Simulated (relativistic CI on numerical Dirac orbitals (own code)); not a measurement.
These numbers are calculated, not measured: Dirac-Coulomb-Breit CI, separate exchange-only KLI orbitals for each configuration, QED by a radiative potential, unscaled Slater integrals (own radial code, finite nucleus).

The strongest absorption lines from the ground level of an ion, among the configurations computed and to levels below about 529 eV (vacuum wavelength in Å, gf): 33.568 (0.031), 33.907 (0.012), 35.194 (0.011), 35.429 (0.0084), 37.538 (0.029), 39.113 (0.62).

(1) Which ion is it?
A. Nd³⁸⁺
B. Gd⁴⁰⁺
C. Gd⁴²⁺
D. Er⁴⁶⁺

## Answers

(1) C. Gd⁴²⁺ has 22 electrons and the ground level 3s²3p⁶3d⁴ ³P0; the strongest line goes to 3s²3p⁵3d⁵ ³D°1. The pattern of lines fixes the number of electrons, and along that sequence the line energies rise steadily with the charge (about as its square where n changes within one kind of shell, about linearly where n is kept but much faster in heavy ions where fine structure, which grows about as Z⁴, sets the gap, and irregularly where shells cross), which fixes Z. Configurations outside the model, such as inner-shell arrays, can give stronger lines. At this charge energies of transitions that change n are usually good to better than 1 %, and those within a shell (Δn = 0) to a few per cent.

LS names give the leading component of a level, which can be under half, so a name can repeat, a term be missing and a line seem to break the LS rules.
